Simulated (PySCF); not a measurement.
MoO2(SMe)2, C₂H₆MoO₂S₂ (singlet state).
Bonds: Mo1–O2, Mo1–O3, Mo1–S4, Mo1–S9, S4–C5, S9–C10. Hydrogens: H6, H7, H8 on C5; H11, H12, H13 on C10.

Theory: PBE0-D3(BJ)/def2-SVP geometry optimisation, gas phase, def2 core potentials past Kr in PySCF 2.14.0.

Question: How far are the bound atoms from Mo1?

Answer: 4 atoms: O2 1.673 Å, O3 1.680 Å, S9 2.316 Å, S4 2.320 Å. The nearest atom not counted as bound is H13, at 3.17 Å.

Question: List the angles at Mo1.

Answer: 
| angle | degrees | distance of the outer atoms (Å) |
| --- | --- | --- |
| O2–Mo1–O3 | 113.5 | 2.80 |
| S4–Mo1–S9 | 112.0 | 3.84 |
| O2–Mo1–S4 | 109.1 | 3.27 |
| O3–Mo1–S9 | 107.7 | 3.25 |
| O2–Mo1–S9 | 107.5 | 3.24 |
| O3–Mo1–S4 | 107.1 | 3.24 |

Question: What is the shape at Mo1?

Answer: Distorted tetrahedral: angles from 107.1° to 113.5°; τ4 = (360° − α − β)/141° = 0.95 with α and β the two widest (0 for a square, 1 for a tetrahedron).

Question: What are the other bond lengths?

Answer: S4–C5, S9–C10 1.826 Å; C5–H6 and 5 like bonds 1.098 Å.

Question: Give some angles away from the centre.

Answer: Mo1–S4–C5 101.1°.

Question: What are the rotational constants (commonest isotopes, rigid rotor)?

Answer: A = 1527, B = 1096, C = 836.2 MHz: an asymmetric top.

Charge 0, singlet. Stationary, but not proved a minimum.

The run took 6.2 min of wall time on one thread of an Arm Neoverse V1, shared host with 32 logical CPUs at a one-minute load of 16, and the process peaked at 0.61 GiB of memory. That covers the optimisation of the geometry.
